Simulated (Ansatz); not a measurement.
Abridged output of a molecular run in Ansatz:

```
Functional definition: HF
1264 factors; integrals over basis functions are off by at most 1.1e-3 eV
mean field evaluation 1: about -16579.5138 eV, gradient 3.4e1 eV
mean field evaluation 2: about -16579.7482 eV, gradient 3.5e1 eV
mean field evaluation 4: about -16583.6893 eV, gradient 4.1e0 eV
mean field evaluation 8: about -16583.7902 eV, gradient 4.5e-1 eV
mean field evaluation 16: about -16583.7917 eV, gradient 2.2e-6 eV
mean field -16583.79174699 eV, -609.4431058042 hartree, gradient 2.2e-6 eV, S^2 0.000000; 0 other end points of the search recorded, 0 dependent functions left out; unrestricted orbitals would lower it
12 core orbitals not correlated: weight in the atoms' cores, before any rotation towards them, 1.000 or more for the frozen orbitals, at most 0.000 for the correlated occupied ones
reference -16583.79174699 eV, -609.4431058042 hartree; 10, 10 occupied and 194, 194 virtual orbitals, 1264 factors
second order -13.98142557 eV of doubles, -0.00000000 eV of singles
cycle   1  -14.57002254 eV  change   -5.9e-1 eV  update   1.0e-1
cycle   2  -15.06149195 eV  change   -4.9e-1 eV  update   3.3e-2
cycle   3  -15.14881443 eV  change   -8.7e-2 eV  update   1.5e-2
cycle   4  -15.14302148 eV  change    5.8e-3 eV  update   4.7e-3
cycle   5  -15.14364520 eV  change   -6.2e-4 eV  update   2.4e-3
cycle   6  -15.14372538 eV  change   -8.0e-5 eV  update   1.0e-3
cycle   7  -15.14355375 eV  change    1.7e-4 eV  update   5.4e-4
cycle   8  -15.14375800 eV  change   -2.0e-4 eV  update   2.7e-4
cycle   9  -15.14373892 eV  change    1.9e-5 eV  update   1.1e-4
cycle  10  -15.14367351 eV  change    6.5e-5 eV  update   4.9e-5
cycle  11  -15.14370189 eV  change   -2.8e-5 eV  update   2.0e-5
cycle  12  -15.14370589 eV  change   -4.0e-6 eV  update   7.5e-6
perturbative correction -0.74860388 eV, -0.0275106850 hartree
Total energy: -16599.68405676 eV, -610.0271374159 hartree
```

Its atoms:

```xyz
9

C     0.1281   -0.1902    1.6356
C     0.1993   -0.3015    0.3067
Al   -0.8409   -1.0796   -1.1222
Si    0.3756    0.9344   -1.1170
H     0.3746    0.7314    2.1657
H    -0.1810   -1.0195    2.2715
H    -1.8264   -2.2683   -1.4741
H     1.7257    0.8158   -1.7403
H     0.0449    2.3776   -0.9257
```

(1) Which basis set was used?
A. cc-pV(D+d)Z
B. def2-TZVPP
C. def2-TZVPPD
D. cc-pV(Q+d)Z

(2) Write the keys of the input that set method, charge and spin (a neutral closed shell needs none for the last two).

Answers

(1) B. It gives 216 functions.

(2) 
```yaml
correlation: {method: ccsd_t}
```
